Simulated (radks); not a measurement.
The numbers below are computed, except where a source is named.
Fractional charge and spin in the 5s shell of zirconium: the spin-up occupation runs from 0 to 1 and the spin-down occupation from 0 to 1; the fullest corner is Zr, [Kr] 4d(up 1, down 1) 5s(up 1, down 1). Level of theory: scalar-relativistic Kohn-Sham, PBE, spin-polarised, spherical densities, point nucleus (a radial shooting solver on a logarithmic mesh with Libxc functionals). Energy (eV) minus the two flat planes that join the four corners (they meet along the diagonal where the two added fractions sum to one electron); zero is where a piecewise linear energy would lie.

\begin{tabular}{lrrr}
down \ up & 0 & 0.5 & 1 \\ \hline
0 & 0.000 & -0.714 & 0.000 \\
0.5 & -0.714 & 0.202 & -0.634 \\
1 & 0.000 & -0.634 & 0.000 \\
\end{tabular}

Corners above the fullest one (they belong to Zr+ and the next ion): (up 1, down 0) 6.935 eV, (up 0, down 1) 6.935 eV, (up 0, down 0) 20.078 eV. With half an added electron in each spin the energy lies 0.202 eV from the planes, and with half an added electron in spin up alone -0.714 eV. The planes are only a guide here: the flat-plane condition holds for ground states with one frontier orbital, while this shell lies below other occupied shells, so the corners above the fullest one are inner-hole states and not the ground states of those ions.
